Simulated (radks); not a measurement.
All-electron atom: S3+ in [Ne] 3s2 3p1. All-electron calculation, non-relativistic Kohn-Sham, PBE, spin-polarised, spherical densities, point nucleus; open shells are filled with parallel spins first. Program: a radial shooting solver on a logarithmic mesh with Libxc functionals. Some entries of the table are withheld. Estimate them.

orbital  occ.  eigenvalue (hartree)  <r> (bohr)  <1/r> (bohr^-1)
1s up       1             -89.69750     0.09729            15.56
1s down     1             -89.69034     0.09729            15.56
2s up       1              -9.26572      0.4800            3.052
2s down     1              -9.25823      0.4799            3.052
2p up       3              -7.29067      0.4415            2.961
2p down     3              -7.28048      0.4414            2.960
3s up       1              -1.94129       1.523           0.9042
3s down     1              -1.87937       1.526           0.9058
3p up       1                   (1)       1.659           0.8132
3p down     0                   (2)       1.669           0.8110

Answer. 
(1) 3p up eigenvalue (hartree): -1.50652
(2) 3p down eigenvalue (hartree): -1.44624
